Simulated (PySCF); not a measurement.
## Multinuclear NMR of C7H10NP

Cartesian coordinates in Å; atom numbers follow the order of the lines, from 1:
```xyz
19

C    -1.7587   -1.1185    0.1134
C    -1.0058   -0.0292   -0.6537
C    -1.5863    1.3525   -0.3466
C     0.4688   -0.0836   -0.3341
C     0.9164    0.2275    0.9504
N     2.1706    0.2374    1.3549
C     3.1647   -0.0662    0.5581
P     3.0917   -0.5513   -1.1166
C     1.3694   -0.4507   -1.3175
H    -2.8119   -1.1054   -0.1581
H    -1.3535   -2.1005   -0.1222
H    -1.6775   -0.9611    1.1860
H    -1.1285   -0.2202   -1.7263
H    -2.6203    1.4029   -0.6798
H    -1.0190    2.1268   -0.8587
H    -1.5616    1.5569    0.7205
H     0.2035    0.4954    1.7203
H     4.1466   -0.0062    1.0187
H     0.9817   -0.6972   -2.3009
```

[PySCF: structure optimised with GFN2-xTB; NMR shieldings at PBE0/pcSseg-1/GIAO; one computed conformer; no relativistic terms; averaged over atoms made equivalent by symmetry, fast rotation or ring inversion; no solvent model]

(1) Where does $^{31}$P resonate?

(2) Where does $^{15}$N resonate?

Results:

(1) 
```json
{"atoms": "P8", "environment": "phosphorus bonded to 2 C, in a 6-membered ring", "σ (ppm)": "101.0", "δ (ppm)": "186.4"}
```

Shieldings were converted by a linear fit to measured shifts: $^{31}$P (scatter 18.1 ppm rms vs H3PO4, solution or neat liquid). Occasional misses reach two or three times the rms, and more in compound classes unlike the fitted ones.

On a 400 MHz spectrometer $^{31}$P resonates near 161.9 MHz, so 1 ppm is 161.9 Hz.

(2) 
| atoms | environment | σ (ppm) | δ (ppm) |
| --- | --- | --- | --- |
| N6 | pyridine-type ring nitrogen | -110.0 | -46.7 |

Shieldings were converted by a linear fit to measured shifts: $^{15}$N: δ = -148.07 − 0.921σ (rms 6.3 ppm, 71 shifts vs CH3NO2, solution or neat liquid). Occasional misses reach two or three times the rms, and more in compound classes unlike the fitted ones.

On a 600 MHz spectrometer $^{15}$N resonates near 60.8 MHz, so 1 ppm is 60.8 Hz.
